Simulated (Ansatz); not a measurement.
`C[SiH2][Si](F)(F)F` + H₂S → `F[Si](F)(F)S` + `C[SiH3]`  (cleavage of the Si–Si bond)

Gas-phase electronic energies from Ansatz, PBE0-D4/def2-TZVP geometries. CCSD(T)/CBS is the MP2 limit (def2-TZVPP, def2-QZVPP) plus CCSD(T) − MP2 in def2-TZVPP, frozen cores. This one scheme is used for every species. Functionals use def2-TZVPP. Each species was taken in one conformer, which may not be the lowest.

`C[SiH2][Si](F)(F)F`:

```xyz
11

C     0.535   -1.082    1.252
Si    0.872    0.044   -0.203
Si   -1.126    0.952   -0.990
F    -2.142   -0.174   -1.452
F    -0.922    1.918   -2.227
F    -1.871    1.793    0.128
H     1.467   -1.510    1.626
H    -0.126   -1.902    0.963
H     0.060   -0.531    2.067
H     1.754    1.181    0.172
H     1.498   -0.690   -1.335
```

H₂S:

Cartesian coordinates in Å:
```
S -0.084 0.070 0.610
H 0.857 -0.528 -0.135
H -0.773 0.458 -0.474
```

`F[Si](F)(F)S`:

Z-matrix (Å, degrees):
```
Si
F 1 1.574
F 1 1.573 2 106.1
F 1 1.571 2 108.6 3 -116.5
S 1 2.089 2 112.9 3 124.2
H 5 1.346 1 92.3 2 -59.8
```

`C[SiH3]`:

Z-matrix (Å, degrees):
```
C
Si 1 1.871
H 1 1.092 2 110.8
H 1 1.092 2 110.8 3 -120.0
H 1 1.092 2 110.8 3 120.0
H 2 1.488 1 110.7 3 -179.9
H 2 1.488 1 110.7 3 -59.9
H 2 1.488 1 110.7 3 60.1
```

```
        level  ΔE (eV)
    revPBE-D4    -0.54
     BHLYP-D4    -0.64
      LC-ωPBE    -0.60
HF/def2-TZVPP    -0.74
```

(1) What does CCSD(T)/CBS give? (Estimate.)

Largest T1 diagnostic among the species: 0.012.

## Answers

(1) Computed: -0.64 eV. The listed levels differ from it by 0.10, 0.00, 0.04, -0.10 eV.

From BLYP to BHLYP (50 % exact exchange), in def2-TZVPP and without D4, ΔE moves by −0.11 eV. At CCSD(T), def2-SVP lies +0.03 eV from the extrapolated value and def2-TZVPP −0.00 eV.
